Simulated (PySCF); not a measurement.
Molfile (atoms numbered from 1):
```
CH10N2OSi2
     RDKit          3D

 16 15  0  0  0  0  0  0  0  0999 V2000
    0.3741   -0.1491   -1.9781 N   0  0  0  0  0  0  0  0  0  0  0  0
    0.4369    0.6326   -0.4360 Si  0  0  0  0  0  4  0  0  0  0  0  0
    1.9692    1.3702   -0.0996 N   0  0  0  0  0  0  0  0  0  0  0  0
   -0.6765    1.8358   -0.4131 O   0  0  0  0  0  0  0  0  0  0  0  0
    0.1378   -0.6794    0.8992 C   0  0  0  0  0  0  0  0  0  0  0  0
   -1.6036   -1.4140    0.9143 Si  0  0  0  0  0  4  0  0  0  0  0  0
    0.4806    0.4373   -2.7912 H   0  0  0  0  0  0  0  0  0  0  0  0
   -0.3878   -0.7885   -2.1353 H   0  0  0  0  0  0  0  0  0  0  0  0
    2.2221    2.1793   -0.6445 H   0  0  0  0  0  0  0  0  0  0  0  0
    2.7678    0.7624   -0.0263 H   0  0  0  0  0  0  0  0  0  0  0  0
   -0.7218    2.4084    0.3471 H   0  0  0  0  0  0  0  0  0  0  0  0
    0.3446   -0.2387    1.8735 H   0  0  0  0  0  0  0  0  0  0  0  0
    0.8616   -1.4818    0.7725 H   0  0  0  0  0  0  0  0  0  0  0  0
   -1.7053   -2.3964    2.0015 H   0  0  0  0  0  0  0  0  0  0  0  0
   -2.6118   -0.3728    1.1335 H   0  0  0  0  0  0  0  0  0  0  0  0
   -1.8957   -2.0963   -0.3519 H   0  0  0  0  0  0  0  0  0  0  0  0
  1  2  1  0
  2  3  1  0
  2  4  1  0
  2  5  1  0
  5  6  1  0
  1  7  1  0
  1  8  1  0
  3  9  1  0
  3 10  1  0
  4 11  1  0
  5 12  1  0
  5 13  1  0
  6 14  1  0
  6 15  1  0
  6 16  1  0
M  END
```

All values are calculated (PySCF 2.14.0 with density-fitted response routines): geometry from GFN2-xTB, PBE0/pcSseg-1 with gauge-including orbitals. Single conformer, in vacuum, one averaged value for each set of equivalent atoms, non-relativistic Hamiltonian.

Scale: 13C (σ = 186.93 ppm) and 1H (σ = 31.72 ppm) and 29Si (σ = 349.16 ppm) vs TMS; 15N (σ = 267.73 ppm) against NH3; H2O for 17O (σ = 336.08 ppm) (reference shieldings calculated alike).

```
       atoms  nucleus  count  δ (ppm)
     H12/H13       1H      2        ?
         Si6     29Si      1        ?
       N1/N3      15N      2     31.0
          C5      13C      1     -7.1
          O4      17O      1     54.6
 H14/H15/H16       1H      3     3.94
         Si2     29Si      1        ?
H7/H8/H9/H10       1H      4     0.53
         H11       1H      1     1.46
```

Problem. Complete the table.

Solution. 
- H12/H13: -0.28 ppm, hydrogen on an sp3 CH2 bonded to 2 Si; an electropositive neighbour shields it, as in TMS itself
- Si2: -21.7 ppm, silicon bonded to C, 2 N, O
- Si6: -76.5 ppm, silicon bonded to C, 3 H

Exchangeable OH/NH protons stand at their gas-phase positions; hydrogen bonding in a real sample shifts them, mostly to higher δ. Shifts are as computed. Against solution values, carbons near 30 ppm lie about +3 ppm off and those near 130 ppm about +5 ppm. Of 1309 compounds with measured shifts, 239 miss one by over three times the rms of a fit or turn the order of signals round; such compounds aren't used in these exercises. Experimental scales use liquid or dissolved standards, which lie at an offset from isolated NH3 (liquid NH3: subtract about 20 ppm) and H2O (liquid H2O: subtract about 36 ppm).
